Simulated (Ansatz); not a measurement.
One change: `O[SiH2]I` becomes `C[SiH2]O`.

Ansatz, PBE0-D4/def2-TZVP geometries, multiplicity 1. Each molecule was computed in one conformer, which needn't be the lowest.

Elements past krypton have def2 core potentials.

| property | `O[SiH2]I` |
| --- | --- |
| HOMO–LUMO gap (PBE/def2-TZVPP) / eV | 5.40 |
| HOMO–LUMO gap (ωB97M-V/def2-TZVPP) / eV | 11.32 |
| LUMO energy (B3LYP/def2-TZVPP) / eV | -0.53 |
| HOMO energy (ωB97M-V/def2-TZVPP) / eV | -9.82 |
| zero-point energy (PBE0-D4/def2-TZVP) / kJ/mol | 84.4 |
| size of the dipole moment (B3LYP/def2-TZVPP) / D | 1.30 |

Give the same properties after the change, and the shifts. (Estimate.)

Computed: 
```tsv
property	`C[SiH2]O`	shift
HOMO–LUMO gap (PBE/def2-TZVPP) / eV	6.55	1.15
HOMO–LUMO gap (ωB97M-V/def2-TZVPP) / eV	12.75	1.43
LUMO energy (B3LYP/def2-TZVPP) / eV	0.16	0.69
HOMO energy (ωB97M-V/def2-TZVPP) / eV	-10.73	-0.91
zero-point energy (PBE0-D4/def2-TZVP) / kJ/mol	177.1	92.7
size of the dipole moment (B3LYP/def2-TZVPP) / D	1.67	0.37
```

With PBE0 the HOMO falls by 0.73 eV and the LUMO rises by 0.77 eV, so the gap widens by about 1.50 eV. PBE moves the HOMO by -0.40 eV and ωB97M-V by -0.91 eV. The zero-point energy changes by 92.7 kJ/mol with +9 modes. Dipoles are sizes alone; their direction can turn.

B3LYP here is the variant with VWN-RPA as its local correlation; programs differ in this.

Spin–orbit coupling is left out; it splits and shifts lone-pair levels of the heavy atoms by tenths of an eV.
